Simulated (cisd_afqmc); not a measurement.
Species: Cu, charge 0, doublet.

Phaseless AFQMC (cisd_afqmc on Ansatz's integrals) in def2-SVP, frozen core: how the trial state and the time step act. The spread is the standard deviation of the local energy over walkers; bars are one sigma, widened where a walk drifts.

| trial | step (1/Eh) | walkers x blocks averaged | spread (Eh) | energy (Eh) |
|---|---|---|---|---|
| CISD | 0.005 | 52000 | 0.050 | -1638.9497 ± 0.0004 |
| CISD | 0.0025 | 52000 | 0.048 | -1638.9492 ± 0.0004 |
| HF | 0.005 | 1390600 | 0.290 | -1638.9472 ± 0.0004 |

At a given step the bar falls as the inverse root of the samples and grows with the spread.

CCSDTQ in the same basis (Ansatz) gives -1638.9500 Eh.
